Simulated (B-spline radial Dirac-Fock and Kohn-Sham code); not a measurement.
## Relativistic shifts of the levels of Te

System: atomic tellurium in the configuration [Kr] 4d10 5s2 5p4.

Both columns are ΔSCF binding energies of the configuration average from a B-spline atomic structure program: non-relativistic Hartree-Fock with a point nucleus, and Dirac-Fock with a finite nucleus and the Coulomb interaction alone, averaged over the two j levels with weights 2j+1.

| shell | Hartree-Fock (eV) | Dirac-Fock (eV) | shift (eV) | shift (%) |
| --- | --- | --- | --- | --- |
| 1s | 30709.9 | 31930.8 | +1220.89 | +3.98 |
| 2s | 4666.0 | 4966.4 | +300.39 | +6.44 |
| 2p | 4362.9 | 4450.7 | +87.79 | +2.01 |
| 3s | 957.4 | 1021.1 | +63.67 | +6.65 |
| 3p | 829.8 | 849.2 | +19.38 | +2.33 |
| 3d | 595.0 | 585.9 | -9.09 | -1.53 |
| 4s | 175.3 | 187.6 | +12.32 | +7.03 |
| 4d | 50.83 | 48.52 | -2.31 | -4.55 |
| 5s | 18.32 | 19.52 | +1.20 | +6.56 |
| 5p | 8.96 | 8.93 | -0.03 | -0.38 |

Relativity binds 1s, 2s, 2p, 3s, 3p, 4s, 5s more strongly, among those listed most of all 4s in relative terms, and 3d, 4d, 5p more weakly.

Values without a named source are computed, but for edge energies of neutral atoms, which are taken from tables.
